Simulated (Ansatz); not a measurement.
Z-matrix (Å, degrees):
```
C
N 1 1.466
C 1 1.516 2 112.4
H 1 1.092 2 108.3 3 121.8
H 1 1.097 2 109.4 3 -122.3
B 2 1.395 1 121.2 3 -92.6
Si 2 1.756 1 116.7 3 89.6
H 3 1.093 1 110.6 2 -178.9
H 3 1.092 1 111.2 2 -58.7
H 3 1.092 1 110.3 2 61.2
H 6 1.198 2 119.4 1 179.1
H 6 1.200 2 119.2 1 -1.3
Si 7 2.345 2 110.5 1 73.7
H 7 1.483 2 108.9 1 -164.4
H 7 1.491 2 109.0 1 -45.5
H 13 1.489 7 110.5 2 -55.6
H 13 1.488 7 110.3 2 64.2
H 13 1.489 7 110.4 2 -175.4
```

Total charge 0; spin multiplicity 1.

(1) List the PBE0/def2-TZVPP orbital energies in eV (the Gaussian-basis code of Ansatz). (Estimate.)

## Answers

(1) Computed: Occupied: -1802.89, -1802.44, -391.55, -279.25, -278.07, -184.10, -145.20, -144.82, -99.87, -99.85, -99.84, -99.47, -99.47, -99.46, -25.13, -20.90, -17.55, -16.10, -14.85, -13.97, -12.87, -12.24, -11.68, -11.01, -10.65, -10.20, -9.88, -9.59, -9.53, -9.09, -8.69, -7.53. Lowest empty: -0.31, -0.04, 0.35, 0.72, 0.89, 1.32, 1.73, 1.82.
